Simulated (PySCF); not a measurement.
In(H)2(Et) (C2H7In), SMILES [InH2][CH2]C.

Geometry: PBE-D3(BJ)/def2-SVP. The def2 effective core potentials stand for the cores of In; spin–orbit coupling is left out.

Calculation: IEF-PCM-PBE0/def2-SVP (PySCF 2.14.0).

The values are the electrostatic part of the solvation free energy, E(continuum) − E(gas) at the gas-phase geometry, in a cavity of scaled van der Waals radii (PySCF's table); cavitation and dispersion terms are not included. A continuum can't describe solvent molecules that bind to the metal. In vacuum the orbital gap is 5.51 eV. The dipole moment in vacuum is 0.75 D.

Computed values in water (ε = 78.36), chloroform (ε = 4.71), acetonitrile (ε = 35.69):
```tsv
solvent	ε	ΔG(elec) (kcal/mol)	dipole (D)	gap (eV)
water	78.36	-3.3	1.01	5.80
chloroform	4.71	-2.3	0.93	5.71
acetonitrile	35.69	-3.2	1.01	5.79
```
